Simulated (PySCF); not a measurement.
Excitation energies in several basis sets

m-xylene, C8H10.
SMILES: `Cc1cccc(C)c1`

TDDFT with PBE0 (PySCF), vertical singlets, core orbitals frozen in the response, spherical d and f functions. Isolated species at its PBE0-D3(BJ)/def2-SVP geometry, gas phase.

```json
{"basis": "6-31G*", "functions": "132", "diffuse": "no", "S1 (eV)": "5.42", "S2 (eV)": "6.13", "S3 (eV)": "7.04", "S4 (eV)": "7.05", "S5 (eV)": "7.84", "LUMO (eV)": "0.34", "α (au)": "79.2"}
{"basis": "def2-SVP", "functions": "162", "diffuse": "no", "S1 (eV)": "5.36", "S2 (eV)": "6.05", "S3 (eV)": "6.95", "S4 (eV)": "6.95", "S5 (eV)": "7.62", "LUMO (eV)": "0.04", "α (au)": "83.4"}
{"basis": "6-31+G*", "functions": "164", "diffuse": "yes", "S1 (eV)": "5.28", "S2 (eV)": "5.89", "S3 (eV)": "6.18", "S4 (eV)": "6.39", "S5 (eV)": "6.58", "LUMO (eV)": "-0.10", "α (au)": "90.8"}
{"basis": "def2-SVPD", "functions": "240", "diffuse": "yes", "S1 (eV)": "5.27", "S2 (eV)": "5.92", "S3 (eV)": "6.56", "S4 (eV)": "6.72", "S5 (eV)": "6.76", "LUMO (eV)": "-0.16", "α (au)": "94.3"}
{"basis": "aug-cc-pVDZ", "functions": "274", "diffuse": "yes", "S1 (eV)": "5.22", "S2 (eV)": "5.82", "S3 (eV)": "5.84", "S4 (eV)": "6.06", "S5 (eV)": "6.24", "LUMO (eV)": "-0.20", "α (au)": "96.8"}
```

Task: How much do these states and the polarisability depend on the basis?

Result: States are compared by their number. Against the largest diffuse basis here (aug-cc-pVDZ, itself not a converged limit), sets without diffuse functions differ by up to 0.20 eV in S1 and 1.60 eV in S5; the smaller diffuse sets differ by up to 0.06 and 0.52 eV. State by state, the largest deviation of a set without diffuse functions is S1 0.20, S2 0.32, S3 1.21, S4 0.99, S5 1.60 eV. The same number needn't mean the same state in each row. Against aug-cc-pVDZ the polarisability deviates by -18% in 6-31G*, -14% in def2-SVP, -6% in 6-31+G*, -3% in def2-SVPD. A single + in a Pople set puts diffuse functions on heavy atoms only.
